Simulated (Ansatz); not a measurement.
Reaction (substitution at a C–O bond): `COC(F)[SeH]` + `O[Si](O)(Cl)Cl` → `CO[Si](O)(Cl)Cl` + `OC(F)[SeH]`

Computed with Ansatz on PBE0-D4/def2-TZVP structures; ΔE is electronic, products minus reactants. CCSD(T)/CBS is the MP2 limit (def2-TZVPP, def2-QZVPP) plus CCSD(T) − MP2 in def2-TZVPP, frozen cores. DFT in def2-TZVPP. For Se outer-core shells are correlated without core-valence functions, which leaves a few kJ/mol of doubt a bond. Scalar relativity is left out up to krypton. Each species was taken in one conformer, which may not be the lowest.

`COC(F)[SeH]`:

Cartesian coordinates in Å:
```
C 1.188 -0.269 0.839
O -0.211 -0.159 0.618
C -0.546 -0.064 -0.693
F -0.384 -1.270 -1.337
Se -2.446 0.384 -0.874
H 1.334 -0.244 1.917
H 1.576 -1.209 0.439
H 1.722 0.571 0.380
H 0.078 0.661 -1.230
H -2.312 1.597 -0.060
```

`O[Si](O)(Cl)Cl`:

Cartesian coordinates in Å:
```
O 0.332 1.350 -0.231
Si 0.039 -0.182 0.215
O 0.319 -1.159 -1.041
Cl 1.260 -0.795 1.710
Cl -1.890 -0.324 0.874
H 0.044 2.057 0.348
H -0.104 -0.947 -1.875
```

`CO[Si](O)(Cl)Cl`:

Cartesian coordinates in Å:
```
C 0.698 1.024 1.092
O -0.406 0.428 0.440
Si -0.340 -0.585 -0.814
O -1.831 -1.056 -1.218
Cl 0.837 -2.180 -0.314
Cl 0.461 0.309 -2.449
H 1.248 1.676 0.407
H 0.313 1.622 1.918
H 1.377 0.264 1.487
H -2.357 -1.501 -0.550
```

`OC(F)[SeH]`:

Cartesian coordinates in Å:
```
O -0.280 0.188 -1.455
C -0.287 0.328 -0.105
F 0.658 1.226 0.311
Se 0.071 -1.414 0.767
H 0.549 -0.227 -1.723
H -1.264 0.706 0.191
H 0.553 -0.807 2.013
```

| level | ΔE (kJ/mol) |
| --- | --- |
| r2SCAN-D4 | -0.9 |
| B2PLYP | 0.7 |
| HF/def2-QZVPP | 1.1 |
| SCS-MP2/def2-QZVPP | 1.6 |

Problem. What does CCSD(T)/CBS give? (An estimate is asked.)

Solution. Computed: +1.1 kJ/mol. The listed levels differ from it by -2.0, -0.4, 0.0, 0.5 kJ/mol.

Largest T1 diagnostic among the species: 0.011.
